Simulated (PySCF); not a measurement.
I$_{2}$In (SMILES [I][In+][I]), charge +1, singlet, at a GFN2-xTB geometry (such geometries of metal compounds can be far from the true shape) (core potentials on I, In), with bond 2-1 at 1.3 times its length; B3LYP/def2-SVP run with PySCF.

Here is a job for PySCF.
```python
from pyscf import gto, scf, dft

mol = gto.M(
    atom='''
In    0.000000    0.000000    0.000000
I     0.000000    0.000000   -3.534110
I     0.000000    0.000000    2.718546
''',
    basis='def2-svp',
    ecp={'I': 'def2-svp', 'In': 'def2-svp'},
    charge=1,
    spin=0,
    verbose=4,
)

mf = dft.RKS(mol)
mf.xc = 'b3lyp'
mf.level_shift = 0.1
mf.max_cycle = 100
mf.kernel()
```

Output, abridged:

```
PySCF version 2.14.0

[INPUT] verbose = 4
[INPUT] num. atoms = 3
[INPUT] num. electrons = 70
[INPUT] charge = 1
[INPUT] spin (= nelec alpha-beta = 2S) = 0
[INPUT] symmetry False subgroup None
[INPUT] Mole.unit = angstrom
[INPUT] Symbol           X                Y                Z      unit          X                Y                Z       unit  Magmom
[...]
nuclear repulsion = 233.699321443844
number of shells = 30
number of NR pGTOs = 183
number of NR cGTOs = 78
basis = def2-svp
ecp = {'I': 'def2-svp', 'In': 'def2-svp'}

******** <class 'pyscf.dft.rks.RKS'> ********
method = RKS
initial guess = minao
damping factor = 0
level_shift factor = 0.1
DIIS = <class 'pyscf.scf.diis.CDIIS'>
diis_start_cycle = 1
diis_space = 8
diis_damp = 0
SCF conv_tol = 1e-09
SCF conv_tol_grad = None
SCF max_cycles = 100
direct_scf = True
direct_scf_tol = 1e-13
XC library pyscf.dft.libxc version 7.1.2
    S. Lehtola, C. Steigemann, M. J. T. Oliveira, and M. A. L. Marques,  SoftwareX 7, 1–5 (2018)
XC functionals = b3lyp
    P. J. Stephens, F. J. Devlin, C. F. Chabalowski, and M. J. Frisch,  J. Phys. Chem. 98, 11623 (1994)
radial grids:
    Treutler-Ahlrichs [JCP 102, 346 (1995); DOI:10.1063/1.469408] (M4) radial grids

becke partition: Becke, JCP 88, 2547 (1988); DOI:10.1063/1.454033
pruning grids: <function nwchem_prune>
grids dens level: 3
symmetrized grids: False
atomic radii adjust function: <function treutler_atomic_radii_adjust>
small_rho_cutoff = 0
Set gradient conv threshold to 3.16228e-05
Initial guess from minao.
tot grids = 65792
init E= -701.709554779752
[...]
cycle= 1 E= -782.870331290005  delta_E= -81.2  |g|= 3.99  |ddm|= 16.5
[...]
cycle= 2 E= -780.258017356697  delta_E= 2.61  |g|= 3.06  |ddm|= 9.62
[...]
cycle= 3 E= -784.463212028878  delta_E= -4.21  |g|= 1.61  |ddm|= 6.21
[...]
cycle= 4 E= -785.278325990626  delta_E= -0.815  |g|= 0.514  |ddm|= 2.32
[...]
cycle= 5 E= -785.450928585806  delta_E= -0.173  |g|= 0.42  |ddm|= 2.34
[...]
cycle= 6 E= -785.488924496818  delta_E= -0.038  |g|= 0.291  |ddm|= 0.434
[...]
cycle= 7 E= -785.508656176713  delta_E= -0.0197  |g|= 0.228  |ddm|= 0.219
[...]
cycle= 8 E= -785.537028993415  delta_E= -0.0284  |g|= 0.103  |ddm|= 0.31
[...]
cycle= 9 E= -785.543741641179  delta_E= -0.00671  |g|= 0.0449  |ddm|= 0.154
[...]
cycle= 10 E= -785.545070678165  delta_E= -0.00133  |g|= 0.0193  |ddm|= 0.0703
[...]
cycle= 11 E= -785.545297291891  delta_E= -0.000227  |g|= 0.0106  |ddm|= 0.0283
[...]
cycle= 12 E= -785.545368495827  delta_E= -7.12e-05  |g|= 0.00514  |ddm|= 0.0152
[...]
cycle= 13 E= -785.545385745158  delta_E= -1.72e-05  |g|= 0.00245  |ddm|= 0.00767
[...]
cycle= 14 E= -785.545389719203  delta_E= -3.97e-06  |g|= 0.0012  |ddm|= 0.00367
[...]
cycle= 15 E= -785.545390651339  delta_E= -9.32e-07  |g|= 0.000618  |ddm|= 0.00176
[...]
cycle= 16 E= -785.545390891743  delta_E= -2.4e-07  |g|= 0.000324  |ddm|= 0.000878
[...]
cycle= 17 E= -785.545390956843  delta_E= -6.51e-08  |g|= 0.000171  |ddm|= 0.00045
[...]
cycle= 18 E= -785.545390974826  delta_E= -1.8e-08  |g|= 8.91e-05  |ddm|= 0.000235
[...]
cycle= 19 E= -785.545390979748  delta_E= -4.92e-09  |g|= 4.59e-05  |ddm|= 0.000123
[...]
cycle= 20 E= -785.545390981044  delta_E= -1.3e-09  |g|= 2.38e-05  |ddm|= 6.27e-05
[...]
cycle= 21 E= -785.545390981396  delta_E= -3.52e-10  |g|= 1.24e-05  |ddm|= 3.23e-05
[...]
Extra cycle  E= -785.545390979877  delta_E= 1.52e-09  |g|= 5.07e-05  |ddm|= 0.000149
converged SCF energy = -785.545390979877
```
